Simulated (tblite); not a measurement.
C6H9GaO2.
Numbering: `[CH3:1]/[CH:2]=[CH:3]/[C:4]1=[CH:5][O:6][GaH2-:7][O+:8]=[CH:9]1` (hydrogens: H10, H11, H12 on C1; H13 on C2; H14 on C3; H15 on C5; H16, H17 on Ga7; H18 on C9)
Bond orders are those of one Lewis drawing.

Computed with GFN2-xTB (tblite), gas phase: L-BFGS steps from a force-field or distance-geometry start until the largest atomic force falls under 0.01 eV/Å.

Step 74: E = -728.7446 eV
```
atom  x, y, z in Å  |  force x, y, z in eV/Å
C1     -2.8197   -0.8193   -1.8661   -0.012  -0.046  -0.011
C2     -1.5960   -0.1456   -1.3379    0.002  -0.019  -0.019
C3     -0.7907   -0.6944   -0.4313   -0.059   0.025  -0.021
C4      0.3731   -0.1005    0.2207   -0.014   0.019   0.035
C5      1.0682   -0.8808    1.1513    0.041   0.009   0.025
O6      2.0491   -0.5237    1.8687    0.041   0.017  -0.041
Ga7     2.9981    1.1645    1.8970    0.000   0.026   0.056
O8      1.7701    1.7998    0.5440   -0.009  -0.010   0.005
C9      0.7782    1.2200    0.0080    0.002   0.031  -0.035
H10    -2.7643   -1.8998   -1.7450    0.011   0.048   0.040
H11    -2.9716   -0.5921   -2.9207    0.036   0.013   0.056
H12    -3.6956   -0.4617   -1.3184    0.040  -0.003  -0.070
H13    -1.4172    0.8480   -1.7261   -0.003  -0.008   0.070
H14    -1.0126   -1.6973   -0.0870   -0.023  -0.009  -0.031
H15     0.7284   -1.9163    1.2952   -0.029  -0.017   0.005
H16     2.6985    1.9011    3.2173   -0.007  -0.031  -0.047
H17     4.4021    0.9696    1.3015   -0.032  -0.009  -0.022
H18     0.1932    1.8346   -0.6896    0.016  -0.035   0.005
```

Step 75: E = -728.7458 eV
```
atom  x, y, z in Å  |  force x, y, z in eV/Å
C1     -2.8156   -0.8180   -1.8725    0.007  -0.033   0.015
C2     -1.5963   -0.1446   -1.3362    0.050  -0.016   0.003
C3     -0.7947   -0.6969   -0.4280   -0.048   0.021   0.002
C4      0.3705   -0.1032    0.2235   -0.028   0.011   0.044
C5      1.0671   -0.8806    1.1567    0.014  -0.003   0.010
O6      2.0527   -0.5237    1.8674    0.039   0.020  -0.038
Ga7     3.0014    1.1650    1.8916    0.024  -0.003   0.008
O8      1.7685    1.7951    0.5431   -0.021   0.020  -0.006
C9      0.7723    1.2188    0.0112    0.015  -0.004  -0.010
H10    -2.7552   -1.8975   -1.7509   -0.010   0.024   0.032
H11    -2.9608   -0.5896   -2.9269    0.022   0.014   0.041
H12    -3.6924   -0.4621   -1.3265    0.012  -0.007  -0.078
H13    -1.4143    0.8508   -1.7192   -0.009  -0.029   0.065
H14    -1.0193   -1.7005   -0.0827   -0.007   0.034  -0.055
H15     0.7213   -1.9131    1.3133   -0.027  -0.001  -0.013
H16     2.7049    1.8961    3.2115   -0.009  -0.011  -0.016
H17     4.4018    0.9734    1.2826   -0.048  -0.005  -0.007
H18     0.1795    1.8367   -0.6764    0.025  -0.032   0.002
```

Step 76: E = -728.7466 eV
```
atom  x, y, z in Å  |  force x, y, z in eV/Å
C1     -2.8141   -0.8168   -1.8742    0.019  -0.022   0.014
C2     -1.5958   -0.1442   -1.3355    0.058  -0.019   0.025
C3     -0.7947   -0.6992   -0.4283   -0.034   0.031   0.008
C4      0.3708   -0.1058    0.2237   -0.031   0.002   0.047
C5      1.0680   -0.8814    1.1584    0.010   0.000   0.018
O6      2.0541   -0.5229    1.8683    0.016   0.011  -0.054
Ga7     3.0022    1.1662    1.8895    0.017  -0.015  -0.006
O8      1.7669    1.7932    0.5429   -0.019   0.032  -0.010
C9      0.7703    1.2171    0.0119    0.014  -0.012   0.004
H10    -2.7547   -1.8952   -1.7486   -0.014   0.004   0.026
H11    -2.9544   -0.5902   -2.9295    0.017   0.011   0.032
H12    -3.6915   -0.4580   -1.3323   -0.005  -0.001  -0.071
H13    -1.4149    0.8535   -1.7125   -0.009  -0.028   0.052
H14    -1.0193   -1.7036   -0.0854   -0.002   0.031  -0.056
H15     0.7202   -1.9130    1.3205   -0.021   0.015  -0.022
H16     2.7057    1.8970    3.2075   -0.008  -0.002   0.000
H17     4.3993    0.9730    1.2759   -0.037  -0.003  -0.007
H18     0.1733    1.8365   -0.6708    0.029  -0.034  -0.002
```

**Question.** Estimate the geometry and energy of step 77. (The exact step hangs on the optimiser's Hessian estimate; all steps are aligned on step 76, rigid shifts and turns removed.)

**Answer.** E = -728.7482 eV, largest force 0.079 eV/Å
```
atom  x, y, z in Å  |  force x, y, z in eV/Å
C1     -2.8142   -0.8142   -1.8732    0.035   0.003   0.013
C2     -1.5967   -0.1434   -1.3327    0.044  -0.003   0.065
C3     -0.7922   -0.7040   -0.4325   -0.001   0.024   0.023
C4      0.3739   -0.1112    0.2204   -0.030  -0.006   0.042
C5      1.0722   -0.8840    1.1577   -0.030   0.002   0.016
O6      2.0588   -0.5226    1.8655    0.008   0.004  -0.057
Ga7     3.0010    1.1696    1.8900    0.005  -0.035  -0.035
O8      1.7669    1.7888    0.5383    0.008   0.051  -0.003
C9      0.7713    1.2122    0.0068    0.018  -0.028   0.047
H10    -2.7613   -1.8900   -1.7328   -0.018  -0.031   0.011
H11    -2.9431   -0.5963   -2.9311    0.009  -0.003   0.006
H12    -3.6932   -0.4436   -1.3439   -0.028   0.010  -0.053
H13    -1.4250    0.8617   -1.6935    0.000  -0.030   0.031
H14    -1.0119   -1.7128   -0.0993    0.005   0.031  -0.054
H15     0.7196   -1.9133    1.3293   -0.007   0.034  -0.037
H16     2.6966    1.9002    3.2038   -0.010   0.011   0.021
H17     4.3971    0.9752    1.2787   -0.021   0.000  -0.008
H18     0.1717    1.8339   -0.6700    0.015  -0.033  -0.028
```

The energy changes by -0.0017 eV. The first-order estimate −F·Δx gives -0.0023 eV and the mean of the old and new forces, exact on a quadratic surface, -0.0017 eV. The step makes an angle of 75° with the force vector and moves no atom by more than 0.023 Å.

The cost below is that of the whole relaxation. Hardware: one thread of an Arm Neoverse N1 (shared host). Cost: 1.7 s of wall time.
